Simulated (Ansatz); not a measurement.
Geometry optimisation, RKS B3LYP-D4/def2-SVPD in Ansatz 0.2.0.

The input (input.yaml):

```yaml
crystal:
  periodic: [false, false, false]
  atoms:
    - { symbol: Sn, position_ang: [0.217223, -0.011413, -0.065628] }
    - { symbol: O, position_ang: [0.850078, -0.110595, 1.803885] }
    - { symbol: H, position_ang: [0.225005, -0.180064, 2.536437] }
    - { symbol: H, position_ang: [1.928144, 0.025121, -0.174686] }
    - { symbol: H, position_ang: [-0.685744, 1.411576, -0.399332] }
    - { symbol: H, position_ang: [-0.645005, -1.416025, -0.550175] }
basis:
  gaussian: { orbitals: def2-SVPD }
hamiltonian:
  xc: b3lyp
  dispersion: d4
relax:
  f_tol: 0.03
  max_steps: 50
output:
  orbitals: {}
```

Launched with:

```bash
$ ansatz run input.yaml --threads 2 --pin off --max-ram 3072MiB --backend cpu --events-out ev --progress --plain --runs-dir out
```

Q: Where does it end, and by what steps?

A: The run converged. After 5 steps the energy has fallen by 0.455 eV; H4 moved furthest, 0.50 Å.

| step | energy less start (eV) | largest force component (eV/Å) | accepted |
| --- | --- | --- | --- |
| 0 | 0.0000 | 1.665 | yes |
| 1 | -0.3002 | 0.578 | yes |
| 2 | -0.4271 | 0.279 | yes |
| 3 | -0.4541 | 0.081 | yes |
| 4 | -0.4545 | 0.069 | yes |
| 5 | -0.4550 | 0.005 | yes |

```xyz
6
Properties=species:S:1:pos:R:3
Sn 0.350 -0.015 0.011
O 0.751 -0.125 1.984
H -0.030 -0.176 2.548
H 1.913 0.051 -0.676
H -0.570 1.407 -0.275
H -0.523 -1.424 -0.442
```

Whether the end is a true minimum wasn't checked by a vibrational analysis.

The run took 6.9 s on 2 threads of Intel(R) Xeon(R) 6975P-C (Granite Rapids) (shared host), peak memory 0.19 GiB.
